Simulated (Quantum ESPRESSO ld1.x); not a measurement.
The rhenium ion Re4+, configuration [Xe] 4f14 5d3.

All-electron calculation, Dirac Kohn-Sham, PW91, spin-unpolarised, spherical densities, point nucleus; open shells fill j = l - 1/2 first. Program: ld1.x of Quantum ESPRESSO 7.5.

Energy parts (eV):
| part | energy |
|---|---|
| total | -454869 |
| kinetic | 514548 |
| electron-nucleus | -1134940 |
| Hartree | 174592 |
| exchange-correlation | -9069 |

Orbitals (lengths in bohr, moments of r in powers of bohr):
| orbital | occ. | eigenvalue (eV) | <r^4> | <r> | small-component weight |
|---|---|---|---|---|---|
| 1s1/2 | 2 | -71613.8 | 5.454e-07 | 0.01803 | 8.03e-02 |
| 2s1/2 | 2 | -12444.5 | 0.00008118 | 0.07557 | 1.82e-02 |
| 2p1/2 | 2 | -11908.6 | 0.00004879 | 0.06246 | 1.83e-02 |
| 2p3/2 | 4 | -10468.3 | 0.00007193 | 0.07053 | 1.65e-02 |
| 3s1/2 | 2 | -2914.99 | 0.002990 | 0.1969 | 6.02e-03 |
| 3p1/2 | 2 | -2676.05 | 0.002633 | 0.1869 | 5.96e-03 |
| 3p3/2 | 4 | -2363.27 | 0.003510 | 0.2019 | 5.43e-03 |
| 3d3/2 | 4 | -1962.42 | 0.002371 | 0.1765 | 5.32e-03 |
| 3d5/2 | 6 | -1894.53 | 0.002588 | 0.1811 | 5.17e-03 |
| 4s1/2 | 2 | -643.372 | 0.06974 | 0.4404 | 1.99e-03 |
| 4p1/2 | 2 | -543.727 | 0.07589 | 0.4450 | 1.90e-03 |
| 4p3/2 | 4 | -470.732 | 0.1011 | 0.4784 | 1.70e-03 |
| 4d3/2 | 4 | -307.264 | 0.1281 | 0.4934 | 1.50e-03 |
| 4d5/2 | 6 | -293.779 | 0.1402 | 0.5047 | 1.45e-03 |
| 4f5/2 | 6 | -87.9867 | 0.3728 | 0.5742 | 1.05e-03 |
| 4f7/2 | 8 | -85.4672 | 0.3977 | 0.5827 | 1.03e-03 |
| 5s1/2 | 2 | -129.007 | 2.055 | 1.030 | 4.63e-04 |
| 5p1/2 | 2 | -98.5682 | 3.010 | 1.121 | 3.89e-04 |
| 5p3/2 | 4 | -87.1967 | 4.122 | 1.213 | 3.36e-04 |
| 5d3/2 | 3 | -46.3922 | 13.28 | 1.580 | 1.96e-04 |
| 5d5/2 | 0 | -45.1592 | 14.57 | 1.619 | 1.87e-04 |

The highest occupied level is 5d3/2 at -46.392 eV. The density falls to 0.001 e/bohr^3 at r = 3.17 bohr. Summed over all electrons, <r^2> = 31.89 bohr^2, which gives a Langevin (diamagnetic) susceptibility term of -25.3 x 10^-6 cm^3/mol.
